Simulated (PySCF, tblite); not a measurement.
Isomers of C4H7NOSi. Level: GFN2-xTB in tblite, geometry and Hessian alike; calculated harmonic values, unscaled, isolated species. Against measured fundamentals such values can be off by several per cent, at times by over 20. Modes of hydrogen on silicon can be 10 to 20 % off. One conformer each.

Electronic energies: PBE0/pcSseg-1 single points on the GFN2-xTB geometries (PySCF, gas phase).

```
             SMILES  electronic energy, lowest = 0 (kcal/mol)
C=C([SiH3])/C=N/C=O                                      28.6
    N#C[SiH2]OC1CC1                                       3.7
     C=CCO[SiH2]C#N                                       0.0
```

Q: How do GFN2-xTB zero-point energies change the relative energies?

A: 
| SMILES | ZPE (kcal/mol) | of it from modes above 1550 cm⁻¹ | electronic (kcal/mol) | with ZPE, lowest = 0 (kcal/mol) | lowest mode (cm⁻¹) | rings |
| --- | --- | --- | --- | --- | --- | --- |
| C=CCO[SiH2]C#N | 61.5 | 34.0 | 0.0 | 0.0 | 11i | 0 |
| N#C[SiH2]OC1CC1 | 62.8 | 32.0 | 3.7 | 5.0 | 29 | 1 |
| C=C([SiH3])/C=N/C=O | 58.8 | 33.9 | 28.6 | 26.0 | 36 | 0 |

The zero-point energies span 4.0 kcal/mol, from `C=C([SiH3])/C=N/C=O` to `N#C[SiH2]OC1CC1`. Slightly imaginary modes are left out of the zero-point energy: `C=CCO[SiH2]C#N` 10.7i cm⁻¹. The order is unchanged.

Q: And how do the electronic energies of GFN2-xTB itself compare?

A: `C=CCO[SiH2]C#N` 9.9; `N#C[SiH2]OC1CC1` 0.0; `C=C([SiH3])/C=N/C=O` 28.7 kcal/mol, lowest = 0. Against the energies above, taken from the same isomer `C=CCO[SiH2]C#N`, the largest difference is 13.6 kcal/mol.
